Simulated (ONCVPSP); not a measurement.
Reading a pseudo-wave (Fe)

Columns: radius, all-electron u(r) and pseudo u(r) of the 3d shell (level -8.40 eV) of iron in the configuration [Ne] 3s2 3p6 3d6 4s1.5 4p0.5; PBEsol, scalar-relativistic, ONCV scheme, ONCVPSP 4.0.1.

```tsv
r (bohr)	all-electron	pseudo
0.080	0.0415	0.0044
0.160	0.1876	0.0333
0.240	0.3791	0.1034
0.320	0.5614	0.2206
0.400	0.7087	0.3781
0.480	0.8146	0.5588
0.560	0.8814	0.7383
0.640	0.9150	0.8908
0.720	0.9232	0.9970
0.800	0.9128	1.0492
0.880	0.8897	1.0500
0.960	0.8581	1.0091
1.040	0.8215	0.9400
1.120	0.7820	0.8587
1.200	0.7414	0.7805
1.280	0.7007	0.7153
1.360	0.6607	0.6642
1.440	0.6219	0.6223
1.520	0.5847	0.5847
1.600	0.5492	0.5492
1.680	0.5156	0.5155
1.760	0.4838	0.4837
1.840	0.4538	0.4538
1.920	0.4257	0.4256
2.000	0.3992	0.3992
2.080	0.3745	0.3744
```

**Question.** How many radial nodes do the two functions have?

**Answer.** The all-electron 3d function has n − l − 1 = 0; the pseudo-wave has 0.

**Question.** At about which radius was the pseudo-wave matched?

**Answer.** 1.60 bohr. The columns agree to 0.0005 from 1.44 bohr on; several derivatives are matched, so the curves merge somewhat inside the radius.

**Question.** Is the pseudo-wave norm-conserving?

**Answer.** Yes: the ONCV scheme keeps the norm inside the radius equal to the all-electron one, which fixes the energy derivative of the logarithmic derivative at the level.
